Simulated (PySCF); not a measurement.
Compound: Cl2HSi(SH), Cl2H2SSi.
Bonds: S1–Si2, Si2–Cl3, Si2–Cl4. Hydrogens: H5 on S1; H6 on Si2.

Method: PBE0-D3(BJ)/def2-SVP geometry optimisation, gas phase (PySCF 2.14.0); density fitting, grid level 1; the optimiser is geomeTRIC in internal coordinates, started from a GFN2-xTB structure with every atom displaced at random (about 0.03 Å).

Geometry at step 1:
```
atom  x, y, z in Å
S1      1.4068   -0.9809   -0.4553
Si2    -0.4413   -0.0370    0.1413
Cl3    -1.9663   -1.0771   -0.7265
Cl4    -0.4365    1.9101   -0.4889
H5      2.1160    0.1423   -0.1971
H6     -0.6093   -0.0495    1.6141
```

Question: What forces act on the atoms?

Answer: 
```json
{"atom": "S1", "Fx (eV/Å)": "-0.405", "Fy (eV/Å)": "0.217", "Fz (eV/Å)": "0.065"}
{"atom": "Si2", "Fx (eV/Å)": "0.678", "Fy (eV/Å)": "-0.329", "Fz (eV/Å)": "0.070"}
{"atom": "Cl3", "Fx (eV/Å)": "-0.122", "Fy (eV/Å)": "-0.056", "Fz (eV/Å)": "-0.049"}
{"atom": "Cl4", "Fx (eV/Å)": "-0.055", "Fy (eV/Å)": "0.164", "Fz (eV/Å)": "-0.048"}
{"atom": "H5", "Fx (eV/Å)": "0.012", "Fy (eV/Å)": "-0.044", "Fz (eV/Å)": "0.011"}
{"atom": "H6", "Fx (eV/Å)": "-0.107", "Fy (eV/Å)": "0.048", "Fz (eV/Å)": "-0.050"}
```

The largest, 0.76 eV/Å, acts on Si2; the rms over all components is 0.218 eV/Å. The forces sum to zero within rounding, as they must for an isolated molecule in no field.

Question: Give the force on Si2 in Eh/bohr and in nN.

Answer: 0.757 eV/Å ÷ 51.422 = 0.01472 Eh/bohr, and 0.757 eV/Å × 1.602 = 1.21 nN.

Question: How far is this geometry from the end of the optimisation?

Answer: 0.024 eV above it, and 0.160 Å rms away after alignment. The bonds farthest from their final lengths, with half the difference of the two atoms' forces along the bond (positive lengthens):

| bond | now (Å) | final (Å) | force along bond (eV/Å) |
| --- | --- | --- | --- |
| S1–Si2 | 2.159 | 2.123 | -0.58 |
| Si2–Cl4 | 2.046 | 2.055 | +0.25 |
| Si2–Cl3 | 2.040 | 2.048 | +0.25 |

The angle farthest from its final value is S1–Si2–Cl4, 109.2° against 111.6°.

What follows is the cost of the whole optimisation. Hardware: one thread of an Intel Xeon Platinum 8259CL at 2.50 GHz, shared host with 96 logical CPUs at a one-minute load of 14. Cost: 26 s wall, 0.35 GiB resident at most.
